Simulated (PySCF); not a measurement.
Electron correlation in In⁺ (indium, charge +1)

[Kr] 4d9 5s2 5p1, one real determinant (an excited configuration). Computed with PySCF 2.14 in x2c-TZVPPall with one added diffuse shell each of s, p, d, f type (9s7p5d3f, 76 functions), with scalar relativity by spin-free X2C-1e. Frozen: [Ar] 3d10; 20 electrons correlated.

MP2 pair energies summed by pair of shells (mhartree):

```json
{"pair": "4d-4d", "energy": "-121.01", "share (%)": "37.0"}
{"pair": "4p-4d", "energy": "-58.24", "share (%)": "17.8"}
{"pair": "4d-5s", "energy": "-55.86", "share (%)": "17.1"}
{"pair": "4p-4p", "energy": "-17.25", "share (%)": "5.3"}
{"pair": "5s-5s", "energy": "-17.13", "share (%)": "5.2"}
{"pair": "4d-5p", "energy": "-13.81", "share (%)": "4.2"}
{"pair": "5s-5p", "energy": "-13.45", "share (%)": "4.1"}
{"pair": "4p-5s", "energy": "-9.20", "share (%)": "2.8"}
{"pair": "4s-4d", "energy": "-8.46", "share (%)": "2.6"}
{"pair": "4s-4p", "energy": "-8.16", "share (%)": "2.5"}
{"pair": "4p-5p", "energy": "-2.27", "share (%)": "0.7"}
{"pair": "4s-4s", "energy": "-1.44", "share (%)": "0.4"}
{"pair": "4s-5s", "energy": "-0.65", "share (%)": "0.2"}
{"pair": "4s-5p", "energy": "-0.18", "share (%)": "0.1"}
```

Total MP2 correlation energy: -327.09 mhartree.

Same-spin part -110.66 and opposite-spin part -216.43 mhartree; SCS-MP2 scales them by 1/3 and 6/5 to -296.60 mhartree.

The reference is one real determinant that mixes LS terms of this configuration.

This basis was not built for core-valence correlation, so the inner-shell part is incomplete.
